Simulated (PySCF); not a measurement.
C4H10Si2, SMILES C=C[SiH2]/C=C/[SiH3]. Atoms are numbered in the order given.

```xyz
16

C      3.6195    -0.9130    -0.0917
C      2.5614    -0.3149     0.4732
Si     1.2941     0.6829    -0.4819
C     -0.4124    -0.0932    -0.3420
C     -1.4812     0.5158     0.2081
Si    -3.1798    -0.2670     0.3667
H      3.8169    -0.8412    -1.1676
H      4.3391    -1.5003     0.4905
H      2.4213    -0.4287     1.5571
H      1.1948     2.0739     0.0539
H      1.7343     0.7235    -1.9095
H     -0.5352    -1.1183    -0.7231
H     -1.3551     1.5401     0.5906
H     -4.2055     0.5443    -0.3557
H     -3.5944    -0.3423     1.8002
H     -3.1405    -1.6423    -0.2093
```

Coordinates come from a B3LYP-D3(BJ)/def2-SVP optimisation. The structure was generated by enumeration; whether it is a known compound was not checked. The values are those of a single conformer.

The numbers are results of PBE0/pcSseg-1 (PySCF), not measurements.

GIAO shieldings, no solvent; atoms alike by connectivity are averaged. δ = σ(ref) − σ: ¹³C against TMS (σ = 186.3 ppm); ²⁹Si against TMS (σ = 352.7 ppm); ¹H against TMS (σ = 31.56 ppm), references at their B3LYP-D3(BJ)/def2-TZVP geometries, non-relativistic.

Estimate the chemical shifts. (Estimate from the structure and the level; the computed values follow.)


| nucleus | atoms | count | δ (ppm) |
|---|---|---|---|
| ¹³C | C4 | 1 | 162.9 |
| ¹³C | C5 | 1 | 156.9 |
| ¹³C | C1 | 1 | 148.6 |
| ¹³C | C2 | 1 | 143.3 |
| ²⁹Si | Si3 | 1 | -31.4 |
| ²⁹Si | Si6 | 1 | -64.5 |
| ¹H | H12 | 1 | 7.39 |
| ¹H | H13 | 1 | 7.34 |
| ¹H | H7, H8 | 2 | 6.65 |
| ¹H | H9 | 1 | 6.60 |
| ¹H | H10, H11 | 2 | 4.79 |
| ¹H | H14, H15, H16 | 3 | 4.47 |
